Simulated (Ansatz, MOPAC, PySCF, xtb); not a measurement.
Pair of molecules: NH3 (SMILES N) (first 4 atoms) with C2H6O (SMILES COC); geometry from B3LYP-D3(BJ)/def2-TZVP, rigid monomers moved along the line of their centres of mass till H4···O6 is 3.07 Å.
(charge 0, multiplicity 1):
```xyz
13

N      0.498    -0.020     0.167
H     -0.037     0.569    -0.460
H      0.691    -0.883    -0.329
H     -0.099    -0.248     0.958
C     -0.470     1.181     4.180
O     -0.595    -0.215     3.987
C      0.571    -0.914     4.377
H      0.350     1.590     3.579
H     -0.292     1.418     5.236
H     -1.408     1.637     3.867
H      1.438    -0.598     3.785
H      0.386    -1.974     4.208
H      0.789    -0.755     5.441
```

Counterpoise-corrected where a basis set is named; no monomer relaxation. Rows marked so take none.

Correlated levels freeze the cores. Rows in 6-311+G**, STO-3G carry no dispersion term and start afresh at each structure. The state that PM7 reach isn't checked; PM7 holds dispersion and hydrogen-bond terms.

Codes used: Ansatz (Gaussian orbitals); MOPAC for PM7 (differences of heats of formation); PySCF for 6-311+G** rows, STO-3G rows, the dispersion terms; xtb for the GFN methods. 

| level | interaction energy (meV) |
|---|---|
| PM7 | -121.2 |
| GFN1-xTB | -44.9 |
| HF/STO-3G (no counterpoise) | -33.2 |
| r2SCAN-D3(BJ)/def2-TZVPPD | -72.2 |
| B3LYP/6-311+G** (no counterpoise) | -53.5 |
| B3LYP-D4/def2-TZVPPD | -69.7 |
| MP2/aug-cc-pVDZ | -70.9 |
| SCS-MP2/aug-cc-pVDZ | -64.0 |
| CCSD/aug-cc-pVDZ | (withheld) |

Task: What belongs in the gaps?

Result: 
- CCSD/aug-cc-pVDZ, interaction energy (meV): -67.0

Ansatz is a quantum-chemistry and plane-wave program.
